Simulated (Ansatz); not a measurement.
Reaction (silylene formation by 1,1-elimination): `N#CC[SiH3]` → `CC#N` + `[SiH2]`

Computed with Ansatz on PBE0-D4/def2-TZVP structures; ΔE is electronic, products minus reactants. CCSD(T)/CBS is the MP2 limit (def2-TZVPP, def2-QZVPP) plus CCSD(T) − MP2 in def2-TZVPP, frozen cores. This one scheme is used for every species. Functionals use def2-TZVPP. B3LYP here is the variant with VWN-RPA as its local correlation; programs differ in this. HSE06 is defined as in plane-wave codes.

Is it downhill or uphill in electronic energy at CCSD(T)/CBS, and by how much? (Estimate.)

The calculation gave: Uphill: ΔE = +2.38 eV.

What do these levels give: B3LYP-D4, HSE06-D4, ωB97M-V, BLYP, HSE06, LC-ωPBE, HF/def2-SVP, CCSD(T)/def2-SVP, SCS-MP2/def2-TZVPP, HF/def2-QZVPP, SCS-MP2/def2-QZVPP, HF/CBS(def2)? (Estimate.)

The calculation gave: B3LYP-D4 2.32, HSE06-D4 2.49, ωB97M-V 2.33, BLYP 2.06, HSE06 2.43, LC-ωPBE 2.55, HF/def2-SVP 2.12, CCSD(T)/def2-SVP 2.20, SCS-MP2/def2-TZVPP 2.40, HF/def2-QZVPP 2.18, SCS-MP2/def2-QZVPP 2.44, HF/CBS(def2) 2.18 eV.

Largest T1 diagnostic among the species: 0.014.

From BLYP to BHLYP (50 % exact exchange), in def2-TZVPP and without D4, ΔE moves by +0.25 eV. The D4 term adds +0.12 eV with B3LYP and +0.06 eV with PBE0; it sums over pairs of atoms, weighted by their polarisabilities, and B3LYP, whose exchange is more repulsive, gets the larger term.
